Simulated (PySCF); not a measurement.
SMILES C[SiH2]N(C)[SiH2]N (C₂H₁₂N₂Si₂) (GFN2-xTB optimised geometry):

```
18

Si    -0.459    -0.684     0.000
C     -1.132    -1.627     1.508
N     -0.955    -1.401    -1.503
C     -2.367    -1.315    -1.818
Si    -0.021    -2.544    -2.430
N     -0.276    -2.451    -4.131
H     -1.002     0.684     0.000
H      1.002    -0.684     0.000
H     -2.219    -1.661     1.505
H     -0.824    -1.157     2.437
H     -0.773    -2.652     1.523
H     -2.942    -2.114    -1.339
H     -2.518    -1.392    -2.895
H     -2.774    -0.360    -1.484
H     -0.387    -3.925    -2.095
H      1.375    -2.203    -2.195
H     -1.105    -2.851    -4.536
H     -0.036    -1.600    -4.613
```

Computed with CAM-B3LYP/def2-SVP (PySCF 2.14.0).

### Question
What are the frontier orbital energies and the dipole moment?

### Answer
HOMO-2 -10.38 eV, HOMO-1 -8.78 eV, HOMO -7.90 eV, LUMO 2.19 eV, LUMO+1 2.52 eV; dipole moment 1.58 D.

On the same geometry PBE/def2-SVP (PySCF) gives HOMO-2 -7.60 eV, HOMO-1 -5.89 eV, HOMO -5.23 eV, LUMO 0.31 eV, LUMO+1 0.61 eV; dipole moment 1.61 D.

Meta-Löwdin charges at CAM-B3LYP/def2-SVP: Si1 0.77, C2 -0.55, N3 -0.68, C4 -0.18, Si5 0.85, N6 -0.68, H7 -0.14, H8 -0.12, H9 0.11, H10 0.11, H11 0.11, H12 0.08, H13 0.09, H14 0.10, H15 -0.15, H16 -0.13, H17 0.21, H18 0.21.
